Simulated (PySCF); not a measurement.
# How methods differ on the ionisation energy of C+

C+ [He] 2s2 2p1 [2p1/2^1, M_J = 1/2] → C(2+) [He] 2s2, as a difference of total energies. All numbers are calculated (PySCF 2.14, the two-component X2C-1e Hamiltonian, in an uncontracted even-tempered set (19 s from 0.06 bohr⁻², ratio 2.4; 11 p from 0.077 bohr⁻², ratio 2.4; 6 d from 0.58 bohr⁻², ratio 2.6; 5 f from 0.87 bohr⁻², ratio 2.6)). Correlated levels: nothing frozen; the 30 highest virtual spinors dropped. "Screened" scales the spin-orbit matrix elements by Boettger's factors to mimic the two-electron term; Breit and QED terms are absent.

```
                    method  ionisation energy (eV)  error (eV)
           GHF (spin-free)                  24.190      -0.193
          GMP2 (spin-free)                  24.437      +0.054
 GHF (screened spin-orbit)                  24.196      -0.187
GMP2 (screened spin-orbit)                  24.442      +0.059
```

Reference: 24.383 eV (measured; NIST Atomic Spectra Database, ionization energies).

The determinant of C+ mixes levels of different J (the jj label is only the starting occupation), so the difference between spin-free and spin-orbit rows is not the physical spin-orbit shift.
